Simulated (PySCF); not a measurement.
**Adding and removing an electron: MgTl**

PBE0; basis Mg def2-SVP, Tl def2-SVP with ECP60; scalar-relativistic core potentials; PySCF 2.14. Neutral (UKS): doublet (π ↑), Re = 3.038 Å, ωe = 142 cm⁻¹, De = 0.41 eV, HOMO -3.56 eV, LUMO -2.09 eV.

MgTl⁺ (UKS): singlet (closed shell), Re = 3.348 Å, ωe = 122 cm⁻¹. The energies at the minima are -372.39976 hartree for MgTl and -372.21333 for MgTl⁺.

(1) Work out the adiabatic ionisation energy, without and with harmonic zero-point energies (1 hartree = 27.2114 eV, 1 eV = 8065.5 cm⁻¹), and the change of the bond length.

Closed-shell solutions of metal pairs were not tested for spin polarisation, which can lower them a little. Weak bonds: MgTl. Basis-set superposition, not corrected here, can be much of De in a small basis, most of all at correlated wavefunction levels. These are scalar-relativistic numbers at best; spin–orbit coupling would shift them, the dissociation energy most. States were picked by a PBE0 search and need not be the measured ground states.

## Answers

(1) At PBE0: 0.18643 hartree = 5.073 eV between the minima; the zero-point term (122.0 − 142.0)/2 cm⁻¹ = -0.001 eV makes it 5.072 eV. Re changes by +31.0 pm against the neutral. The electron leaves a π orbital, and the longer bond of the ion fits a bonding orbital, or a change in how ionic the bond is.
